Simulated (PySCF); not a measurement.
Correlation energy of Ar⁺ (argon, charge +1)

[Ne] 3s2 3p5, 2P determinant. All numbers are calculated (PySCF 2.14, no relativity, point nucleus, in def2-TZVP). Frozen: [Ne]; 7 electrons correlated.

MP2 pair energies summed by pair of shells (mhartree):

```json
{"pair": "3p-3p", "energy": "-103.45", "share (%)": "63.7"}
{"pair": "3s-3p", "energy": "-50.33", "share (%)": "31.0"}
{"pair": "3s-3s", "energy": "-8.71", "share (%)": "5.4"}
```

Total MP2 correlation energy: -162.49 mhartree.

Same-spin part -37.79 and opposite-spin part -124.70 mhartree; SCS-MP2 scales them by 1/3 and 6/5 to -162.24 mhartree.

| level | correlation energy (mhartree) |
| --- | --- |
| CCSD | -188.31 |
| (T) | -5.28 |
| CCSD(T) | -193.59 |

Diagnostics: T1 = 0.0064, D1 = 0.0219, largest double amplitude 0.054.

**Question.** Is a single reference adequate?

**Answer.** Yes: T1 lies below 0.03 and no double amplitude reaches 0.07.
